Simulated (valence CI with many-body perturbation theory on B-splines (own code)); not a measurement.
# Zn XV: configurations and terms from energies and g

Computed by valence CI with perturbative core correlation (CI+MBPT): six valence electrons over a frozen Dirac-Fock core [Ne], a basis of 9 s, 9 p, 8 d, 6 f, 3 g, 1 h functions for each j, with the one-electron correlation potential Σ1 (screened to all orders), the two-electron term Σ2, the three-electron term Σ3, Breit, model QED; selected single and double excitations, second order for the rest, scaled by the run's own slope (own B-spline code, finite nucleus).

No measured spectrum was set against this ion. As an estimate, levels of excited configurations hold to 0.05 to 0.15 % of their energy, terms of the ground configuration to about 0.5 %. Among the levels kept, up to 1400 cm⁻¹ of a level comes from second order outside the variational space, and about a tenth of that is noise between levels of different J, which matters for small intervals.

| No. | J | Parity | E (cm⁻¹) | g |
| --- | --- | --- | --- | --- |
| 1 | 2 | even | 0 | 1.455 |
| 3 | 1 | even | 28953 | 1.500 |
| 4 | 2 | even | 58906 | 1.043 |
| 6 | 2 | odd | 379480 | 1.500 |
| 7 | 1 | odd | 398790 | 1.482 |
| 11 | 2 | odd | 509590 | 1.462 |
| 12 | 1 | odd | 509640 | 1.489 |
| 13 | 3 | odd | 509950 | 1.468 |
| 14 | 4 | odd | 513070 | 1.483 |
| 16 | 3 | odd | 547240 | 1.301 |
| 17 | 1 | odd | 550510 | 0.519 |
| 20 | 3 | odd | 560870 | 1.119 |
| 21 | 4 | odd | 569780 | 1.231 |
| 22 | 3 | odd | 585450 | 0.805 |

Energies count from the lowest level. Strongly mixed levels and levels close to another of their J and parity, and those with J = 0 are left out, so the numbers can have gaps.

Task: Give configuration and LS term of each level.

Result: 1: 3s2 3p4 3P; 3: 3s2 3p4 3P; 4: 3s2 3p4 1D; 6: 3s 3p5 3P°; 7: 3s 3p5 3P°; 11: 3s2 3p3 3d 5D°; 12: 3s2 3p3 3d 5D°; 13: 3s2 3p3 3d 5D°; 14: 3s2 3p3 3d 5D°; 16: 3s2 3p3 3d 3D°; 17: 3s2 3p3 3d 3D°; 20: 3s2 3p3 3d 3F°; 21: 3s2 3p3 3d 3F°; 22: 3s2 3p3 3d 3G°.
